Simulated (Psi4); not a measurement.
trigermane (H8Ge3), singlet, geometry from GFN2-xTB; R2SCAN/STO-3G in Psi4 1.11.

Here is a job for Psi4.
```
memory 2 GB

molecule mol {
0 1
Ge    1.900016    0.787608    0.012672
Ge    0.159059   -0.829749   -0.117822
Ge   -2.054347    0.016851    0.101477
H     3.278975    0.214864   -0.120157
H     1.803785    1.845198   -1.046877
H     1.905234    1.541601    1.309649
H     0.394271   -1.908798    0.915399
H     0.281264   -1.601503   -1.412673
H    -2.461276    0.905491   -1.036401
H    -2.241652    0.855430    1.331329
H    -3.111898   -1.042992    0.177276
}

set {
  basis sto-3g
  reference rks
  e_convergence 1e-8
}

energy('r2scan')
print_variables()
```

Q: Predict the main parts of the log of this Psi4 run.

A: 
```
   => Loading Basis Set <=

    Name: STO-3G
    Role: ORBITAL
    Keyword: BASIS

         ---------------------------------------------------------
                                   SCF
               by Justin Turney, Rob Parrish, Andy Simmonett
                          and Daniel G. A. Smith
                              RKS Reference
         ---------------------------------------------------------

  ==> Geometry <==

    Molecular point group: c1
    Full point group: C1

    Geometry (in Angstrom), charge = 0, multiplicity = 1:

       Center              X                  Y                   Z               Mass
    ------------   -----------------  -----------------  -----------------  -----------------
         GE           1.899158750124     0.792193391753     0.013337928152    73.921177761000
         GE           0.158201750124    -0.825163608247    -0.117156071848    73.921177761000
         GE          -2.055204249876     0.021436391753     0.102142928152    73.921177761000
         H            3.278117750124     0.219449391753    -0.119491071848     1.007825032230
         H            1.802927750124     1.849783391753    -1.046211071848     1.007825032230
         H            1.904376750124     1.546186391753     1.310314928152     1.007825032230
         H            0.393413750124    -1.904212608247     0.916064928152     1.007825032230
         H            0.280406750124    -1.596917608247    -1.412007071848     1.007825032230
         H           -2.462133249876     0.910076391753    -1.035735071848     1.007825032230
         H           -2.242509249876     0.860015391753     1.331994928152     1.007825032230
         H           -3.112755249876    -1.038406608247     0.177941928152     1.007825032230

  Running in c1 symmetry.

  Rotational constants: A =      0.16611  B =      0.02599  C =      0.02299 [cm^-1]
  Rotational constants: A =   4979.74650  B =    779.18583  C =    689.35975 [MHz]
  Nuclear repulsion =  757.760223418119153

  Charge       = 0
  Multiplicity = 1
  Electrons    = 104
  Nalpha       = 52
  Nbeta        = 52

  ==> Algorithm <==

  SCF Algorithm Type is DF.
  DIIS enabled.
  MOM disabled.
  Fractional occupation disabled.
  Guess Type is SAD.
  Energy threshold   = 1.00e-08
  Density threshold  = 1.00e-06
  Integral threshold = 1.00e-12

  ==> Primary Basis <==

  Basis Set: STO-3G
    Blend: STO-3G
    Number of shells: 32
    Number of basis functions: 62
    Number of Cartesian functions: 65
    Spherical Harmonics?: true
    Max angular momentum: 2

  ==> DFT Potential <==

   => LibXC <=

    Version 7.1.2
    S. Lehtola, C. Steigemann, M. J. T. Oliveira, and M. A. L. Marques,  SoftwareX 7, 1–5 (2018) (10.1016/j.softx.2017.11.002)

   => Composite Functional: R2SCAN <=

    r2SCAN Meta-GGA XC Functional  (0.1021/acs.jpclett.0c02405)
    J. W. Furness, A. D. Kaplan, J. Ning, J. P. Perdew, J. Sun  J. Phys. Chem. Lett.  11, 8208–8215, 2020

    Deriv               =              1
    GGA                 =           TRUE
    Meta                =           TRUE

    Exchange Hybrid     =          FALSE
    MP2 Hybrid          =          FALSE

   => Exchange Functionals <=

    1.0000   XC_MGGA_X_R2SCAN

   => Correlation Functionals <=

    1.0000   XC_MGGA_C_R2SCAN

   => LibXC Density Thresholds  <==

    XC_MGGA_C_R2SCAN:  1.00E-15
    XC_MGGA_X_R2SCAN:  1.00E-11

   => Molecular Quadrature <=

    Radial Scheme          =       TREUTLER
    Pruning Scheme         =           NONE
    Nuclear Scheme         =       TREUTLER

    Blocking Scheme        =         OCTREE
    BS radius alpha        =              1
    Pruning alpha          =              1
    Radial Points          =             75
    Spherical Points       =            302
    Total Points           =         233535
    Total Blocks           =           1777
    Max Points             =            256
    Max Functions          =             56
    Weights Tolerance      =       1.00E-15

[...]
  Using in-core AOs.

  ==> MemDFJK: Density-Fitted J/K Matrices <==

    J tasked:                   Yes
    K tasked:                    No
    wK tasked:                   No
    Algorithm:                 Core
    Schwarz Cutoff:           1E-12
    Mask sparsity (%):      19.7711
    Fitting Condition:        1E-10

   => Auxiliary Basis Set <=

  Basis Set: (STO-3G AUX)
    Blend: DEF2-UNIVERSAL-JKFIT
    Number of shells: 228
    Number of basis functions: 942
    Number of Cartesian functions: 1273
    Spherical Harmonics?: true
    Max angular momentum: 5

  Minimum eigenvalue in the overlap matrix is 2.5413393647E-01.
  Reciprocal condition number of the overlap matrix is 1.2626951315E-01.
    Using symmetric orthogonalization.

  ==> Pre-Iterations <==

  SCF Guess: Superposition of Atomic Densities via on-the-fly atomic UHF (no occupation information).

   -------------------------
    Irrep   Nso     Nmo
   -------------------------
     A         62      62
   -------------------------
    Total      62      62
   -------------------------

  ==> Iterations <==

                           Total Energy        Delta E     RMS |[F,P]|

   @DF-RKS iter SAD: -6158.61799981900003   -6.15862e+03   0.00000e+00
   @DF-RKS iter   1: -6163.37998411959416   -4.76198e+00   1.71342e-02 ADIIS/DIIS
   @DF-RKS iter   2: -6157.50711386777493    5.87287e+00   6.56861e-02 ADIIS/DIIS
   @DF-RKS iter   3: -6164.16210722734377   -6.65499e+00   6.16298e-03 ADIIS/DIIS
   @DF-RKS iter   4: -6164.28168392399402   -1.19577e-01   1.12657e-03 ADIIS/DIIS
   @DF-RKS iter   5: -6164.28596540409762   -4.28148e-03   2.59172e-04 ADIIS/DIIS
   @DF-RKS iter   6: -6164.28617822569049   -2.12822e-04   4.29124e-05 DIIS
   @DF-RKS iter   7: -6164.28618438344711   -6.15776e-06   5.25816e-06 DIIS
   @DF-RKS iter   8: -6164.28618449461101   -1.11164e-07   6.22533e-07 DIIS
   @DF-RKS iter   9: -6164.28618449630721   -1.69621e-09   4.04248e-08 DIIS
  Energy and wave function converged.

  ==> Post-Iterations <==

   Electrons on quadrature grid:
      Ntotal   =  103.9999111458 ; deviation = -8.885e-05

    Orbital Energies [Eh]
    ---------------------

    Doubly Occupied:

[...]
      52A     -0.113116

    Virtual:

[...]
      62A      0.378844

    Final Occupation by Irrep:
              A
    DOCC [    52 ]
    NA   [    52 ]
    NB   [    52 ]

  @DF-RKS Final Energy: -6164.28618449630721

   => Energetics <=

    Nuclear Repulsion Energy =            757.7602234181191534
    One-Electron Energy =              -10152.9386869036825374
    Two-Electron Energy =                3473.3042588727521434
    DFT Exchange-Correlation Energy =    -242.4119798834964286
    Empirical Dispersion Energy =           0.0000000000000000
    VV10 Nonlocal Energy =                  0.0000000000000000
    Total Energy =                      -6164.2861844963072144

Computation Completed

Properties will be evaluated at   0.000000,   0.000000,   0.000000 [a0]

Properties computed using the SCF density matrix

 Multipole Moments:

 ------------------------------------------------------------------------------------
     Multipole            Electronic (a.u.)      Nuclear  (a.u.)        Total (a.u.)
 ------------------------------------------------------------------------------------

 L = 1.  Multiply by 2.5417464519 to convert [e a0] to [Debye]
 Dipole X            :          0.1764648           -0.1684785            0.0079863
 Dipole Y            :         -0.9500271            0.9011948           -0.0488323
 Dipole Z            :         -0.1378092            0.1308929           -0.0069163
 Magnitude           :                                                    0.0499621

 ------------------------------------------------------------------------------------

  Variable Map:
  ----------------------------------------------------------------------------
[...]
  Array Variable Map:
  ----------------------------------------------------------------------------
[...]
[...]
```
